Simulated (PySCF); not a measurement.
Si(H)(Me)(SH)2 (CH6S2Si), SMILES [SiH](S)(C)S. Atoms are numbered in the order given.

```xyz
10

Si    -0.2601    -0.2013     0.4945
C     -1.9700    -0.7186    -0.0689
S      1.3282    -1.2416    -0.5476
S     -0.0794     1.8903     0.0080
H     -0.0885    -0.4568     1.9533
H     -2.0881    -0.5421    -1.1491
H     -2.7478    -0.1535     0.4699
H     -2.1241    -1.7923     0.1234
H      1.3289    -2.3039     0.2932
H      1.2005     1.9984     0.4342
```

Geometry: B3LYP-D3(BJ)/def2-SVP. One conformer was computed; it need not be the lowest.

These are B3LYP/def2-TZVP (PySCF) values and carry that method's errors.

Gas-phase values at a fixed geometry.

Computed frontier levels, gap, dipole moment and polarisability:
| Item | Result |
|---|---|
| highest occupied level | -7.10 eV |
| lowest empty level | -0.17 eV |
| orbital gap | 6.93 eV |
| dipole moment | 1.58 D |
| quadrupole, principal values (traceless, Buckingham form, about the centre of nuclear charge) | -5.46, 0.95, 4.52 D·Å |
| mean static polarisability | 76.6 bohr³ (11.35 Å³) |
| polarisability, principal values | 63.6, 78.1, 88.2 bohr³ |
